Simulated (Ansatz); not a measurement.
A trace of molecular dynamics of CH$_{5}$NOSi (9 atoms, charge 0, multiplicity 1).

These are results of Ansatz 0.2.0, RKS PBE0-D4/def2-SVP, not measurements.

```yaml
ensemble: NVE (velocity Verlet)
starting_velocities_drawn_for: 300 K
seed: 551127
```

```tsv
time (fs)	T (K)	potential energy less start (eV)	conserved less start (meV/atom)
0	300	0.000	0.00
1.5	268	0.029	0.01
3	213	0.079	0.02
4.5	176	0.112	0.01
6	141	0.144	0.01
7.5	101	0.180	0.02
9	97	0.184	0.02
10.5	125	0.159	0.01
12	130	0.154	0.01
13.5	116	0.166	0.02
15	113	0.169	0.02
16.5	122	0.161	0.01
18	119	0.164	0.01
19.5	114	0.168	0.02
21	146	0.140	0.01
22.5	173	0.115	0.00
24	158	0.129	0.01
25.5	135	0.149	0.02
27	136	0.149	0.01
28.5	130	0.153	0.01
30	102	0.179	0.02
31.5	117	0.165	0.02
33	171	0.117	0.00
34.5	189	0.101	0.01
36	188	0.102	0.02
37.5	207	0.085	0.01
```

Is this trajectory sound?

The conserved energy stayed within 0.027 meV per atom of its start (net change 0.013 meV per atom), so the integration is sound. A run of 0.037 ps of so small a system gives no equilibrium averages. The time step was 0.25 fs.

The run took 4.1 min on 1 thread of AMD EPYC 7B13 (Zen 3) (shared host), peak memory 0.16 GiB.
